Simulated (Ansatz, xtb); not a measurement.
**C4H3NOS: 3 structures ranked**

3 gas-phase structures of C4H3NOS, from a drawn sample of its isomers (lower ones may exist). Each was relaxed with GFN2-xTB; where two conformers were screened, the lower at r2SCAN-D4/def2-SVP is listed:

A. `O=Cc1nccs1`, a singlet
B. `O=Cc1cscn1`, a singlet
C. `O=Cc1cncs1`, a singlet

Task: Make a reasoned guess at their ranking by r2SCAN-D4/def2-SVP single-point energy.

Result: Calculated order at r2SCAN-D4/def2-SVP: A (0.0), C (0.9), B (1.0) kcal/mol. Less than 1 kcal/mol parts A and C; C and B, so the order within those pairs means little.

Energies above the lowest of each column, in kcal/mol; the last columns are at B3LYP/def2-SVP geometries:

```csv
structure,GFN2-xTB,HF/STO-3G,r2SCAN-D4/def2-SVP,B3LYP/def2-SVP,CCSD(T)/def2-SVP + ΔMP2/def2-TZVPP
A,0.8,1.8,0.0,0.0,0.0
C,0.6,1.6,0.9,0.7,0.5
B,0.0,0.0,1.0,0.2,0.0
```

CCSD(T)/def2-SVP + ΔMP2/def2-TZVPP has A and B and C within 1 kcal/mol of each other at the bottom, and every level picks one of them. CCSD(T)/def2-SVP + ΔMP2/def2-TZVPP orders those it was run on as A (0.0), B (0.0), C (0.5) kcal/mol. Less than 1 kcal/mol parts A and B; B and C, so the order within those pairs means little. Flexible structures stand in one conformer each, not always the lowest. ΔMP2 is the change of the MP2 energy from the smaller to the larger basis.

Programs: Ansatz 0.2.0, xtb 6.7.1.
